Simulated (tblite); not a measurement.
C2H11FNSi3 (doublet state).
Atom-mapped SMILES: `[CH3:1][SiH2:2][SiH:3][C@@H:4]([F:5])[SiH2:6][NH2:7]` (hydrogens: H8, H9, H10 on C1; H11, H12 on Si2; H13 on Si3; H14 on C4; H15, H16 on Si6; H17, H18 on N7)

Geometry (GFN2-xTB, Å), atoms numbered from 1 in this order:
```
atom  x, y, z in Å
C1     2.5311    0.8846   -0.2178
Si2    2.2196   -0.9722    0.0596
Si3    0.4520   -1.5969   -1.2503
C4    -1.3055   -0.9450   -0.7783
F5    -1.7513   -1.7292    0.3123
Si6   -1.5036    0.9039   -0.2796
N7    -3.1154    1.4186    0.0357
H8     3.4307    1.2071    0.2979
H9     1.7072    1.4895    0.1492
H10    2.6606    1.1114   -1.2719
H11    3.3941   -1.7077   -0.4441
H12    2.2417   -1.1803    1.5212
H13    0.2144   -3.0368   -1.4818
H14   -2.0107   -1.1872   -1.5830
H15   -0.7864    1.1035    0.9770
H16   -1.0305    1.6939   -1.4152
H17   -3.7573    1.5269   -0.7334
H18   -3.5996    1.0222    0.8262
```

Calculated harmonic vibrations of the isolated species, GFN2-xTB (tblite), most abundant isotopes, no scaling. The method is semi-empirical: single wavenumbers can be off by several per cent or more. Modes of hydrogen on silicon can be 10 to 20 % off. One conformer, not necessarily the lowest. Open shells enter through the occupations alone, without spin polarisation, and single modes of such species can be off by tens of per cent.

Harmonic wavenumbers (cm⁻¹): 27.8, 36.6, 64.8, 74.8, 110.9, 123.5, 152.6, 167.4, 193.9, 258.4, 285.3, 368.0, 413.7, 464.6, 488.5, 522.8, 548.1, 557.9, 627.2, 651.2, 661.2, 730.4, 732.4, 742.3, 795.9, 816.2, 821.4, 834.1, 837.8, 900.8, 929.2, 1063.2, 1250.8, 1380.5, 1499.0, 1500.8, 1517.1, 2116.5, 2125.0, 2155.0, 2266.7, 2280.2, 2882.8, 3036.6, 3038.6, 3042.6, 3464.9, 3498.4.

A = 1983, B = 786.9, C = 631.4 MHz; mass 152.018 u (most abundant isotopes); point group C1, symmetry number 1; spin multiplicity 2.

**Question.** What is the zero-point energy?

**Answer.** Half the sum of the wavenumbers: 26529 cm⁻¹ = 75.85 kcal/mol.

**Question.** Entropy at 273.15 K, 1 bar (ideal gas, RRHO, classical rotation)?

**Answer.** Translation 40.56, rotation 29.91, vibration 41.57, spin (R ln 2) 1.38: S = 113.4 cal/(mol K).

**Question.** And Cp and H(273.15 K) − H(0)?

**Answer.** Cp = 45.26 cal/(mol K), of which vibrations give 37.31 (their classical limit is 48 R = 95.4); H(273.15 K) − H(0) = 7.74 kcal/mol without the zero-point energy, 5.57 from vibrations.

**Question.** How do the functions run with temperature in this model?

**Answer.** 
```csv
T (K),S (cal/(mol K)),Cp (cal/(mol K)),H − H(0) (kcal/mol),G − H(0) (kcal/mol),ln q(vib)
150,91.0,30.6,3.05,-10.60,5.81
250,109.5,42.7,6.73,-20.65,9.77
298.15,117.5,47.8,8.91,-26.12,11.58
400,132.8,56.7,14.25,-38.88,15.24
600,158.3,68.6,26.87,-68.09,21.80
900,188.4,79.7,49.25,-120.27,30.33
```

q(vib) and H(0) count from the zero-point level.

**Question.** Which modes carry the vibrational entropy at 273.15 K?

**Answer.** 27.8 cm⁻¹: 5.81; 36.6 cm⁻¹: 5.26; 64.8 cm⁻¹: 4.13; 74.8 cm⁻¹: 3.85; 110.9 cm⁻¹: 3.08; 123.5 cm⁻¹: 2.88 cal/(mol K); the other 42 give 16.55 together.

Hindered rotation and anharmonicity are outside this model. Other conformers, if any are populated, would add a mixing term that is left out. The structure is chiral; the term R ln 2 for an equal mix with its mirror image is left out.
